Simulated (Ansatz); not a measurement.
Wavefunction ladder for BClH7NSi2 (`[SiH3]N([SiH3])BCl`)

```xyz
12

Si    0.458   -1.123   -1.059
N     0.157    0.195    0.072
Si   -1.407    0.271    0.865
B     1.139    1.160    0.336
Cl    2.712    1.064   -0.474
H     0.723   -0.606   -2.421
H    -0.798   -1.918   -1.069
H     1.576   -1.977   -0.597
H    -2.480    0.388   -0.155
H    -1.422    1.450    1.762
H    -1.632   -0.971    1.646
H     0.974    2.066    1.093
```

Total charge 0; spin multiplicity 1. All single points use the PBE0-D4/def2-TZVP geometry. It is one conformer, not always the lowest. Frozen core, restricted reference, the Gaussian-basis code of Ansatz. CBS rows extrapolate triple and quadruple zeta; past MP2 they add the triple-zeta difference.

```json
{"basis": "def2-SVP", "HF (Eh)": "-1120.31042", "MP2 corr.": "-0.58613", "CCSD corr.": "-0.65349", "(T)": "-0.01784", "CCSD(T) total": "-1120.98175"}
{"basis": "def2-TZVPP", "HF (Eh)": "-1120.76835", "MP2 corr.": "-0.75090", "CCSD corr.": "-0.81680", "(T)": "-0.03250", "CCSD(T) total": "-1121.61765"}
{"basis": "def2-QZVPP", "HF (Eh)": "-1120.80356", "MP2 corr.": "-0.80980", "CCSD corr.": "–", "(T)": "–", "CCSD(T) total": "–"}
{"basis": "CBS(def2)", "HF (Eh)": "-1120.80841", "MP2 corr.": "-0.85343", "CCSD corr.": "-0.91933", "(T)": "as TZ", "CCSD(T) total": "-1121.76024"}
```
